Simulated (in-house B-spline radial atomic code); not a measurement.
Results of a calculation; reference values are marked as such.
C6 from the polarisability at imaginary frequency: P IV (P3+)

TDHF linear response of the closed shell [Ne] 3s2, from an all-electron radial atomic-structure program (B-spline basis); non-relativistic, point nucleus, no spin-orbit coupling.

The dispersion coefficient of two like species is C6 = (3/π) ∫ α(iu)² du from 0 to ∞.

| u (hartree) | α(iu) (bohr³) |
| --- | --- |
| 0 | 7.164 |
| 0.24 | 5.701 |
| 0.56 | 3.039 |
| 0.96 | 1.505 |
| 1.6 | 0.6976 |
| 2.4 | 0.3831 |
| 3.6 | 0.2204 |
| 5.6 | 0.1257 |
| 8 | 0.07934 |
| 12 | 0.04494 |
| 20 | 0.02011 |
| 40 | 0.005963 |

Q: Fit one oscillator, α(iu) = α(0)/(1 + u²/ω²), through u = 0.96 and estimate C6.

A: From α(0)/α(iu) − 1 = 7.164/1.505 − 1 = 3.7601, ω = u/√3.7601 = 0.4951 hartree (13.5 eV). London's formula gives C6 = (3/4) α(0)² ω = 0.75 × 7.164² × 0.4951 = 19.06 hartree·bohr⁶, and the oscillator holds f = α(0) ω² = 1.76 electrons, of a sum of oscillator strengths of 12.0.

Q: How does that compare with the full integral?

A: The program's quadrature over all excitations gives C6 = 18.76, so the single oscillator is off by +1.6 %. At the last point the fit gives α = 0.0011 against 0.00596: higher excitations, and deeper shells where there are any, keep the true curve higher at large u.
